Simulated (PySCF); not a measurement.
CH₈N₂Si₂, SMILES N[Si@H]1NC[SiH2]1.

Geometry optimised at PBE0-D3(BJ)/def2-SVP. The structure was generated by enumeration; whether it is a known compound was not checked. One conformer was computed; it need not be the lowest.

Two levels are set side by side: TDDFT-PBE/def2-SVPD (PySCF) and TDDFT-CAM-B3LYP/def2-SVPD (PySCF). Vertical, same geometry. The lowest singlet is HOMO→LUMO 72 %, HOMO→LUMO+1 25 % with PBE and HOMO→LUMO 69 %, HOMO→LUMO+1 12 % with the other functional; states are paired by order. Differences are taken from unrounded values.

```tsv
quantity	TDDFT-CAM-B3LYP	TDDFT-PBE	TDDFT-PBE minus TDDFT-CAM-B3LYP
lowest singlet excitation (eV)	5.89	4.90	-0.99
lowest triplet excitation (TDA) (eV)	5.31	4.58	-0.73
first bright state (f over 0.05) (eV)	6.70	6.04	-0.67
its oscillator strength	0.05	0.13	0.08
```

A lower first singlet is the usual sign of a functional without exact exchange. Differences between two approximate levels are no errors against the true value.

Rough cost on one machine, each run with all the roots and properties that it gave: TDDFT-CAM-B3LYP against TDDFT-PBE about 7 times.
